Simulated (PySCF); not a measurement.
H₆Te, SMILES [TeH6].

The structure is a stationary point at B3LYP-D3(BJ)/def2-TZVP. The def2 effective core potentials stand for the cores of Te; spin–orbit coupling is left out.

Two levels are set side by side: TDA-PBE/def2-TZVPD (PySCF) and TDA-LC-ωPBE/def2-TZVPD (PySCF). Vertical, same geometry. The lowest singlet is HOMO→LUMO 97 % with PBE and HOMO−1→LUMO 69 %, HOMO→LUMO 29 % with the other functional; states are paired by order. Differences are taken from unrounded values.

| quantity | TDA-LC-ωPBE |
|---|---|
| lowest singlet excitation (eV) | 4.94 |
| lowest triplet excitation (TDA) (eV) | 3.72 |
| first bright state (f over 0.05) (eV) | 7.22 |
| its oscillator strength | 0.24 |

**Question.** What does TDA-PBE give, and how far is it from TDA-LC-ωPBE? (The exact figures need the calculation; the answer reports its results.)

**Answer.** 
```json
[
 {"quantity": "lowest singlet excitation (eV)", "TDA-PBE": "4.15", "TDA-PBE minus TDA-LC-ωPBE": "-0.79"},
 {"quantity": "lowest triplet excitation (TDA) (eV)", "TDA-PBE": "3.04", "TDA-PBE minus TDA-LC-ωPBE": "-0.67"},
 {"quantity": "first bright state (f over 0.05) (eV)", "TDA-PBE": "6.23", "TDA-PBE minus TDA-LC-ωPBE": "-0.99"},
 {"quantity": "its oscillator strength", "TDA-PBE": "0.15", "TDA-PBE minus TDA-LC-ωPBE": "-0.09"}
]
```

Functionals without exact exchange tend to place singlet excitations lower, as here. Differences between two approximate levels are no errors against the true value.

Rough cost on one machine, each run with all the roots and properties that it gave: TDA-LC-ωPBE against TDA-PBE within a factor of 2.
